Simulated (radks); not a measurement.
The numbers below are computed, except where a source is named.
Effect of the nuclear size on neutral potassium, [Ar] 4s1. Code: a radial shooting solver on a logarithmic mesh with Libxc functionals. Model: Dirac Kohn-Sham, exchange-only LDA, spin-unpolarised, spherical densities, finite nucleus; Fermi nuclear charge, rms radius 3.4349 fm. The rms radius is varied about that value; shifts are against it.

rms radius (fm),total energy shift (eV),density at nucleus (e/bohr^3),1s1/2 shift (meV),2s1/2 shift (meV)
2.7582,-0.00833,5179,-3.52,-0.270
3.2597,-0.00233,5159,-0.982,-0.076
3.4349,0,5153,0.000,0.000
3.6101,0.00245,5147,1.03,0.079
3.7887,0.00506,5141,2.14,0.164

Slopes of the eigenvalues against <r^2> in GHz/fm^2, as finite differences over the two radii next to the reference (eigenvalue slopes, not the field-shift constants of lines): 1s1/2 202, 2s1/2 15.6.
